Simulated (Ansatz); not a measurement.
Cost and result up the ladder for Tl₆ (the lowest singlet isomer of a short search) (6 atoms). Charge 0, multiplicity 1. Geometry: PBE-D4/def2-SVP.

```xyz
6

Tl   -0.6263    2.0180   -1.4824
Tl   -1.5085   -1.6989   -1.2197
Tl   -0.8880   -1.6371    1.7862
Tl    1.8199   -0.3499    1.1723
Tl   -0.0078    2.0795    1.5238
Tl    1.2107   -0.4117   -1.7803
```

Ansatz on 4 threads of Arm Neoverse V1 on a shared host. Times are rough, and most runs start from the orbitals of an earlier one. No level here is sound enough to serve as a yardstick. Binding counts from free atoms at the same level (Tl doublet; other spins of the atoms weren't run), without zero-point energy or a counterpoise term.

In the def2 sets Tl takes a core potential; there is no spin–orbit coupling. B3LYP takes the VWN-RPA correlation. HSE06 is defined as in plane-wave codes, on full-range PBE exchange. Correlated methods freeze 24 core orbitals; core or outer-core shells of Tl are correlated, in sets that lack core-valence functions. The rows differ in basis, and correlated rows in double-zeta sets carry the largest basis error. The structure comes from a short search, and lower isomers may exist.

Correlated methods converge slowly with the basis, most of all in double-zeta sets.

```csv
level,functions,wall time,binding energy per atom (eV),remarks
PBE-D4/def2-SVP,156,3.3 s,1.43,restricted SCF unstable in HF
PBE0-D4/def2-SVP,156,6.5 s,1.30,restricted SCF unstable in HF
PBE-D4/def2-TZVP (with forces),300,9.5 s,1.44,restricted SCF unstable in HF
HSE06-D4/def2-TZVP,300,18 s,1.34,restricted SCF unstable in HF
r2SCAN-D4/def2-TZVP,300,19 s,1.33,restricted SCF unstable in HF
B3LYP-D4/def2-TZVP,300,19 s,1.27,restricted SCF unstable in HF
PBE0-D4/def2-TZVP,300,25 s,1.32,restricted SCF unstable in HF
r2SCAN0-D4/def2-TZVP,300,28 s,1.23,restricted SCF unstable in HF
MP2/def2-TZVP,300,39 s,1.70,restricted SCF unstable
CCSD(T)/def2-SVP,156,3.1 min,1.21,restricted SCF unstable
```
